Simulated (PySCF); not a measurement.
Vertical excitations of a molecule C4H9FSi from PySCF with TDDFT-CAM-B3LYP/def2-SVPD, as energy in eV (oscillator strength): 6.95 (0.357), 7.22 (0.016), 7.32 (0.000), 7.67 (0.001), 7.78 (0.007), 8.00 (0.008), 8.10 (0.012), 8.21 (0.002), 8.47 (0.016), 8.62 (0.026). Lowest triplet (TDA): 4.16 eV. Coordinates come from a PBE0-D3(BJ)/def2-SVP optimisation. Other conformers were not sampled.

Task: Which molecule gave these data?
(A) C/C=C(\F)[SiH2]C
(B) CC/C([SiH3])=C/F
(C) CC[SiH2]/C=C\F
(D) C/C(F)=C\C[SiH3]

Result: C, CC[SiH2]/C=C\F
